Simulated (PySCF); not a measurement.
PySCF input (MN15/def2-TZVPD):

```python
from pyscf import gto, scf, dft

mol = gto.M(
    atom='''
    F    -1.46765236   -0.29091169    0.03213502
    C    -0.59791644    0.67053518   -0.01923397
    Cl    0.98802176   -0.08264740   -0.01022420
    ''',
    basis='def2-tzvpd',
    charge=0,
    spin=0,
    verbose=4,
)

mf = dft.RKS(mol, xc='mn15').density_fit(auxbasis='def2-universal-jkfit')
mf.grids.level = 4
mf.conv_tol = 1e-9
mf.max_cycle = 100
mf.max_memory = 1500
mf.kernel()
if not mf.converged:
    mf = mf.newton()
    mf.kernel(mf.make_rdm1())
mf.analyze()
```

Output:

```
PySCF version 2.14.0

[INPUT] verbose = 4
[INPUT] num. atoms = 3
[INPUT] num. electrons = 32
[INPUT] charge = 0
[INPUT] spin (= nelec alpha-beta = 2S) = 0
[INPUT] symmetry False subgroup None
[INPUT] Mole.unit = angstrom
[INPUT] Symbol           X                Y                Z      unit          X                Y                Z       unit  Magmom
[INPUT]  1 F     -1.467652360000  -0.290911690000   0.032135020000 AA   -2.773461006472  -0.549743420534   0.060726386807 Bohr   0.0
[INPUT]  2 C     -0.597916440000   0.670535180000  -0.019233970000 AA   -1.129898316975   1.267127847086  -0.036346935588 Bohr   0.0
[INPUT]  3 Cl     0.988021760000  -0.082647400000  -0.010224200000 AA    1.867090531511  -0.156180950907  -0.019320937843 Bohr   0.0

nuclear repulsion = 85.6142223309716
number of shells = 43
number of NR pGTOs = 179
number of NR cGTOs = 123
basis = def2-tzvpd
ecp = {}

******** <class 'pyscf.df.df_jk.DFRKS'> ********
method = DFRKS
initial guess = minao
damping factor = 0
level_shift factor = 0
DIIS = <class 'pyscf.scf.diis.CDIIS'>
diis_start_cycle = 1
diis_space = 8
diis_damp = 0
SCF conv_tol = 1e-09
SCF conv_tol_grad = None
SCF max_cycles = 100
direct_scf = False
XC library pyscf.dft.libxc version 7.1.2
    S. Lehtola, C. Steigemann, M. J. T. Oliveira, and M. A. L. Marques,  SoftwareX 7, 1–5 (2018)
XC functionals = mn15
    H. S. Yu, X. He, S. L. Li, and D. G. Truhlar,  Chem. Sci. 7, 5032–5051 (2016)
    H. S. Yu, X. He, S. L. Li, and D. G. Truhlar,  Chem. Sci. 7, 5032–5051 (2016)
radial grids:
    Treutler-Ahlrichs [JCP 102, 346 (1995); DOI:10.1063/1.469408] (M4) radial grids

becke partition: Becke, JCP 88, 2547 (1988); DOI:10.1063/1.454033
pruning grids: <function nwchem_prune>
grids dens level: 4
symmetrized grids: False
atomic radii adjust function: <function treutler_atomic_radii_adjust>
small_rho_cutoff = 0
Set gradient conv threshold to 3.16228e-05
Initial guess from minao.
tot grids = 86136
******** <class 'pyscf.df.df.DF'> ********
auxbasis = def2-universal-jkfit
init E= -598.095501142051
  HOMO = -0.262913041692769  LUMO = -0.0925832987833743  gap/eV = 4.63491
cycle= 1 E= -597.817763285394  delta_E= 0.278  |g|= 0.616  |ddm|= 1.46
  HOMO = -0.352544034960407  LUMO = -0.16778952578116  gap/eV = 5.02743
cycle= 2 E= -597.70069048559  delta_E= 0.117  |g|= 1.02  |ddm|= 0.89
  HOMO = -0.331351327644001  LUMO = -0.0921621802238164  gap/eV = 6.50867
cycle= 3 E= -597.899220816318  delta_E= -0.199  |g|= 0.0382  |ddm|= 0.526
  HOMO = -0.331178675138695  LUMO = -0.0851771070906722  gap/eV = 6.69404
cycle= 4 E= -597.89953083178  delta_E= -0.00031  |g|= 0.0163  |ddm|= 0.052
  HOMO = -0.332511339388169  LUMO = -0.0862176221864459  gap/eV = 6.70199
cycle= 5 E= -597.899582570621  delta_E= -5.17e-05  |g|= 0.00809  |ddm|= 0.0159
  HOMO = -0.331911580821213  LUMO = -0.0853554800014678  gap/eV = 6.70913
cycle= 6 E= -597.899597870493  delta_E= -1.53e-05  |g|= 0.00283  |ddm|= 0.00693
  HOMO = -0.331823072612401  LUMO = -0.0853801547342812  gap/eV = 6.70605
cycle= 7 E= -597.8996004232  delta_E= -2.55e-06  |g|= 0.000598  |ddm|= 0.004
  HOMO = -0.331875349553684  LUMO = -0.0854600790536395  gap/eV = 6.70530
cycle= 8 E= -597.899600593626  delta_E= -1.7e-07  |g|= 0.00011  |ddm|= 0.00116
  HOMO = -0.331881621429083  LUMO = -0.0854636270985765  gap/eV = 6.70538
cycle= 9 E= -597.899600600603  delta_E= -6.98e-09  |g|= 4.1e-05  |ddm|= 0.00024
  HOMO = -0.331879008184458  LUMO = -0.0854602133295188  gap/eV = 6.70540
cycle= 10 E= -597.899600601186  delta_E= -5.83e-10  |g|= 1.08e-05  |ddm|= 4.73e-05
  HOMO = -0.331878805832218  LUMO = -0.0854604390228602  gap/eV = 6.70539
Extra cycle  E= -597.89960060122  delta_E= -3.34e-11  |g|= 9.44e-06  |ddm|= 1.82e-05
converged SCF energy = -597.89960060122
**** SCF Summaries ****
Total Energy =                        -597.899600601219845
Nuclear Repulsion Energy =              85.614222330971558
One-electron Energy =                 -995.415131581277819
Two-electron Energy =                  311.901308649086445
Two-electron Coulomb Energy =          355.711281461317753
DFT Exchange-Correlation Energy =      -43.809972812231294
HOMO-LUMO gap [eV] =                     6.705385301667403
**** MO energy ****
MO #1   energy= -100.384271519362  occ= 2
MO #2   energy= -24.3731844071688  occ= 2
MO #3   energy= -10.2386126818876  occ= 2
MO #4   energy= -9.20733289303841  occ= 2
MO #5   energy= -7.22628246643466  occ= 2
MO #6   energy= -7.21883001849099  occ= 2
MO #7   energy= -7.21409834282689  occ= 2
MO #8   energy= -1.35305685328782  occ= 2
MO #9   energy= -0.924593594906113 occ= 2
MO #10  energy= -0.729981584286769 occ= 2
MO #11  energy= -0.603027213158882 occ= 2
MO #12  energy= -0.596334844278232 occ= 2
MO #13  energy= -0.549867049273396 occ= 2
MO #14  energy= -0.416332669132648 occ= 2
MO #15  energy= -0.4048690783553   occ= 2
MO #16  energy= -0.331878805832218 occ= 2
MO #17  energy= -0.0854604390228602 occ= 0
MO #18  energy= 0.0383521451577105 occ= 0
MO #19  energy= 0.0597042346882178 occ= 0
MO #20  energy= 0.08426185747219   occ= 0
MO #21  energy= 0.0895343555529759 occ= 0
MO #22  energy= 0.100577475707482  occ= 0
MO #23  energy= 0.127514075568362  occ= 0
MO #24  energy= 0.147861999483836  occ= 0
MO #25  energy= 0.151820495105564  occ= 0
MO #26  energy= 0.153935519027056  occ= 0
MO #27  energy= 0.201855136003705  occ= 0
MO #28  energy= 0.206302690099891  occ= 0
MO #29  energy= 0.226742256570797  occ= 0
MO #30  energy= 0.264575731397211  occ= 0
MO #31  energy= 0.276880416137306  occ= 0
MO #32  energy= 0.296948646980758  occ= 0
MO #33  energy= 0.303947167668774  occ= 0
MO #34  energy= 0.326521780854469  occ= 0
MO #35  energy= 0.330004480339373  occ= 0
MO #36  energy= 0.349958779532934  occ= 0
MO #37  energy= 0.356628698408581  occ= 0
MO #38  energy= 0.386708918409237  occ= 0
MO #39  energy= 0.391130510392212  occ= 0
MO #40  energy= 0.409540910207235  occ= 0
MO #41  energy= 0.468219317054062  occ= 0
MO #42  energy= 0.47272326295576   occ= 0
MO #43  energy= 0.555534892722401  occ= 0
MO #44  energy= 0.585063561778779  occ= 0
MO #45  energy= 0.601442047893427  occ= 0
MO #46  energy= 0.614816179494981  occ= 0
MO #47  energy= 0.619082010721942  occ= 0
MO #48  energy= 0.62316663548413   occ= 0
MO #49  energy= 0.632550303600749  occ= 0
MO #50  energy= 0.657445010656627  occ= 0
MO #51  energy= 0.6700682101045    occ= 0
MO #52  energy= 0.692428472350867  occ= 0
MO #53  energy= 0.769767214437702  occ= 0
MO #54  energy= 0.783858955491976  occ= 0
MO #55  energy= 0.800874338860305  occ= 0
MO #56  energy= 0.886743791222649  occ= 0
MO #57  energy= 0.950803952696666  occ= 0
MO #58  energy= 0.980283672136916  occ= 0
MO #59  energy= 1.02451740569943   occ= 0
MO #60  energy= 1.03692094725789   occ= 0
MO #61  energy= 1.09485056617088   occ= 0
MO #62  energy= 1.16977315003482   occ= 0
MO #63  energy= 1.17356433168228   occ= 0
MO #64  energy= 1.27339561898276   occ= 0
MO #65  energy= 1.35172673862157   occ= 0
MO #66  energy= 1.54129541667428   occ= 0
MO #67  energy= 1.55022666352427   occ= 0
MO #68  energy= 1.85717256052383   occ= 0
MO #69  energy= 1.87978731270433   occ= 0
MO #70  energy= 1.89058574358281   occ= 0
MO #71  energy= 1.89314534656156   occ= 0
MO #72  energy= 1.89403501995026   occ= 0
MO #73  energy= 1.92828078561243   occ= 0
MO #74  energy= 1.98995833620917   occ= 0
MO #75  energy= 2.04553235506557   occ= 0
MO #76  energy= 2.04711757054283   occ= 0
MO #77  energy= 2.05043571535752   occ= 0
MO #78  energy= 2.08966091938251   occ= 0
MO #79  energy= 2.10618230754422   occ= 0
MO #80  energy= 2.19887580382691   occ= 0
MO #81  energy= 2.21613830772584   occ= 0
MO #82  energy= 2.22462852137902   occ= 0
MO #83  energy= 2.30796396124899   occ= 0
MO #84  energy= 2.34402935388236   occ= 0
MO #85  energy= 2.3502047123104    occ= 0
MO #86  energy= 2.35333829766543   occ= 0
MO #87  energy= 2.48113224325711   occ= 0
MO #88  energy= 2.60300671604791   occ= 0
MO #89  energy= 2.65835327696123   occ= 0
MO #90  energy= 2.79145259176584   occ= 0
MO #91  energy= 2.944644524174     occ= 0
MO #92  energy= 2.96795414613424   occ= 0
MO #93  energy= 3.02338635605635   occ= 0
MO #94  energy= 3.10466746769495   occ= 0
MO #95  energy= 3.16253908601173   occ= 0
MO #96  energy= 3.17899750259686   occ= 0
MO #97  energy= 3.26069352988652   occ= 0
MO #98  energy= 3.34259551389859   occ= 0
MO #99  energy= 3.40128591257758   occ= 0
MO #100 energy= 3.63317569146572   occ= 0
MO #101 energy= 3.69167519032843   occ= 0
MO #102 energy= 3.80722098646184   occ= 0
MO #103 energy= 4.02642757826496   occ= 0
MO #104 energy= 4.07772946471619   occ= 0
MO #105 energy= 5.13862396872041   occ= 0
MO #106 energy= 6.6754569207032    occ= 0
MO #107 energy= 6.67626527152373   occ= 0
MO #108 energy= 6.78390980598255   occ= 0
MO #109 energy= 6.80004368248019   occ= 0
MO #110 energy= 7.1089360107785    occ= 0
MO #111 energy= 7.14037487857475   occ= 0
MO #112 energy= 7.21736297374836   occ= 0
MO #113 energy= 8.23238589113879   occ= 0
MO #114 energy= 8.25410646746129   occ= 0
MO #115 energy= 8.51097255553313   occ= 0
MO #116 energy= 8.56286334473702   occ= 0
MO #117 energy= 8.94979738616483   occ= 0
MO #118 energy= 10.3927917384334   occ= 0
MO #119 energy= 10.4329731185965   occ= 0
MO #120 energy= 10.803516507598    occ= 0
MO #121 energy= 21.1783967791599   occ= 0
MO #122 energy= 25.188192890694    occ= 0
MO #123 energy= 54.9229481442852   occ= 0
 ** Mulliken pop on meta-lowdin orthogonal AOs  **
 ** Mulliken pop  **
pop of  0 F 1s            1.99987
pop of  0 F 2s            1.79914
pop of  0 F 3s            0.00532
pop of  0 F 4s            0.00200
pop of  0 F 5s            0.00136
pop of  0 F 6s            0.00093
pop of  0 F 2px           1.77141
pop of  0 F 2py           1.75018
pop of  0 F 2pz           1.78783
pop of  0 F 3px           0.00261
pop of  0 F 3py           0.00243
pop of  0 F 3pz           0.00110
pop of  0 F 4px           0.00029
pop of  0 F 4py           0.00099
pop of  0 F 4pz           0.00037
pop of  0 F 5px           0.00049
pop of  0 F 5py           0.00128
pop of  0 F 5pz           0.00041
pop of  0 F 3dxy          0.00524
pop of  0 F 3dyz          0.00111
pop of  0 F 3dz^2         0.00184
pop of  0 F 3dxz          0.00130
pop of  0 F 3dx2-y2       0.00199
pop of  0 F 4dxy          0.00132
pop of  0 F 4dyz          0.00009
pop of  0 F 4dz^2         0.00079
pop of  0 F 4dxz          0.00022
pop of  0 F 4dx2-y2       0.00031
pop of  0 F 5dxy          0.00023
pop of  0 F 5dyz          0.00008
pop of  0 F 5dz^2         0.00039
pop of  0 F 5dxz          0.00007
pop of  0 F 5dx2-y2       0.00022
pop of  0 F 4f-3          0.00018
pop of  0 F 4f-2          0.00009
pop of  0 F 4f-1          0.00007
pop of  0 F 4f+0          0.00003
pop of  0 F 4f+1          0.00006
pop of  0 F 4f+2          0.00000
pop of  0 F 4f+3          0.00020
pop of  1 C 1s            1.99979
pop of  1 C 2s            1.59838
pop of  1 C 3s            0.01939
pop of  1 C 4s            0.00098
pop of  1 C 5s            0.00016
pop of  1 C 6s            0.00013
pop of  1 C 2px           0.69894
pop of  1 C 2py           1.10261
pop of  1 C 2pz           0.39271
pop of  1 C 3px           0.00992
pop of  1 C 3py           0.00400
pop of  1 C 3pz           0.00211
pop of  1 C 4px           0.00100
pop of  1 C 4py           0.00151
pop of  1 C 4pz           0.00028
pop of  1 C 3dxy          0.00669
pop of  1 C 3dyz          0.00427
pop of  1 C 3dz^2         0.00569
pop of  1 C 3dxz          0.00325
pop of  1 C 3dx2-y2       0.00510
pop of  1 C 4dxy          0.00016
pop of  1 C 4dyz          0.00004
pop of  1 C 4dz^2         0.00021
pop of  1 C 4dxz          0.00020
pop of  1 C 4dx2-y2       0.00053
pop of  1 C 5dxy          0.00039
pop of  1 C 5dyz          0.00031
pop of  1 C 5dz^2         0.00007
pop of  1 C 5dxz          0.00037
pop of  1 C 5dx2-y2       0.00105
pop of  1 C 4f-3          0.00091
pop of  1 C 4f-2          0.00020
pop of  1 C 4f-1          0.00023
pop of  1 C 4f+0          0.00021
pop of  1 C 4f+1          0.00022
pop of  1 C 4f+2          0.00004
pop of  1 C 4f+3          0.00040
pop of  2 Cl 1s           1.99995
pop of  2 Cl 2s           1.99867
pop of  2 Cl 3s           1.86363
pop of  2 Cl 4s           0.00626
pop of  2 Cl 5s           0.00202
pop of  2 Cl 6s           0.00070
pop of  2 Cl 2px          1.99982
pop of  2 Cl 2py          1.99985
pop of  2 Cl 2pz          1.99985
pop of  2 Cl 3px          1.44319
pop of  2 Cl 3py          1.84655
pop of  2 Cl 3pz          1.79803
pop of  2 Cl 4px          0.00739
pop of  2 Cl 4py          0.00305
pop of  2 Cl 4pz          0.00149
pop of  2 Cl 5px          0.00061
pop of  2 Cl 5py          0.00032
pop of  2 Cl 5pz          0.00011
pop of  2 Cl 6px          0.00018
pop of  2 Cl 6py          0.00053
pop of  2 Cl 6pz          0.00030
pop of  2 Cl 7px          0.00016
pop of  2 Cl 7py          0.00017
pop of  2 Cl 7pz          0.00009
pop of  2 Cl 3dxy         0.00568
pop of  2 Cl 3dyz         0.00058
pop of  2 Cl 3dz^2        0.00229
pop of  2 Cl 3dxz         0.00339
pop of  2 Cl 3dx2-y2      0.00549
pop of  2 Cl 4dxy         0.00016
pop of  2 Cl 4dyz         0.00009
pop of  2 Cl 4dz^2        0.00003
pop of  2 Cl 4dxz         0.00014
pop of  2 Cl 4dx2-y2      0.00052
pop of  2 Cl 5dxy         0.00033
pop of  2 Cl 5dyz         0.00003
pop of  2 Cl 5dz^2        0.00006
pop of  2 Cl 5dxz         0.00010
pop of  2 Cl 5dx2-y2      0.00036
pop of  2 Cl 4f-3         0.00066
pop of  2 Cl 4f-2         0.00014
pop of  2 Cl 4f-1         0.00005
pop of  2 Cl 4f+0         0.00008
pop of  2 Cl 4f+1         0.00024
pop of  2 Cl 4f+2         0.00012
pop of  2 Cl 4f+3         0.00036
 ** Mulliken atomic charges  **
charge of    0F =     -0.14383
charge of    1C =      0.13761
charge of    2Cl =      0.00622
Dipole moment(X, Y, Z, Debye):  0.11001, -0.67732,  0.02623
```
